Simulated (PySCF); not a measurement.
O₃Te, SMILES [O-][Te+2]([O-])=O. Atoms are numbered in the order given.

```xyz
4

Te     0.0000     0.0000     0.0000
O      1.8059     0.0000     0.0000
O     -0.9030     1.5640     0.0000
O     -0.9030    -1.5640     0.0000
```
Charge 0, spin multiplicity 1.

Coordinates come from a PBE0-D3(BJ)/def2-SVP optimisation. The def2 effective core potentials stand for the cores of Te; spin–orbit coupling is left out.

Method: PBE0-D3(BJ)/def2-SVP run with PySCF.

Frequencies are harmonic and unscaled.

Modes within 1.5 cm⁻¹ of each other (mostly degenerate sets) share a row, with their intensities summed.

Computed harmonic wavenumbers and intensities:
```
mode  ν (cm⁻¹)  IR (km/mol)  moving atoms (share of kinetic energy)
----  --------  -----------  --------------------------------------
1          184         33.4                         O 73 %, Te 27 %
2–3        243         64.8                         O 89 %, Te 11 %
4          822          0.0                                 O 100 %
5–6        887         86.5                         O 84 %, Te 16 %
```
